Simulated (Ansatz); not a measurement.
# A correction line for PBE-D4/def2-TZVPP: atomisation enthalpy at 298 K

The atomisation enthalpy at 298 K in kJ/mol of 7 S-containing molecules: x at PBE-D4/def2-TZVPP, y from tabulated heats of molecules and atoms (CRC Handbook of Chemistry and Physics, NIST-JANAF tables). Shapes, held fixed at every level: PBE0-D4/def2-TZVP. Flexible molecules stand in one conformer, not always the lowest. Computed values hold a harmonic thermal term (PBE0-D4/def2-TZVP) and the atoms' spin-orbit lowering. Programs: Ansatz 0.2.0.

```
                  molecule  x (kJ/mol)  y (kJ/mol)
    H2S (hydrogen sulfide)         730         733
          H2S2 (SMILES SS)         998         974
   SOF2 (thionyl fluoride)        1377        1229
SF4 (sulfur tetrafluoride)        1491           ?
     SO3 (sulfur trioxide)        1546        1420
 SO2F2 (sulfuryl fluoride)        1815        1693
 SF6 (sulfur hexafluoride)        2103        1974
```

Fit y = c + s·x to the known rows and predict y for SF4.


1. Means of the 6 rows: x = 1428.17, y = 1337.2.
2. Σ(Δx)² = 1294023, Σ(Δx·Δy) = 1160731, so the slope is 1160731/1294023 = 0.89699.
3. Intercept: 1337.2 − (0.89699) × 1428.17 = 56.1. The largest residual of the fit is 62.
4. SF4: 56.1 + 0.89699 × 1491 = 1394 kJ/mol.

The tabulated heats give 1358 kJ/mol, so the prediction is off by +36 kJ/mol, within the largest residual. Uncorrected, PBE-D4/def2-TZVPP misses SF4 by +133 kJ/mol, and the other rows by 92 on average. With references in doubt, neither the misses nor the line can be laid on the level alone. Left out in turn, the other rows are missed by 44 kJ/mol on average. The heats of SF4 (sulfur tetrafluoride), SO2F2 (sulfuryl fluoride) come from older tables and can be uncertain by 10 kJ/mol or more. The tabulated value of SOF2 is in doubt (older tables, estimates, or at odds with other calculations) and kept here.
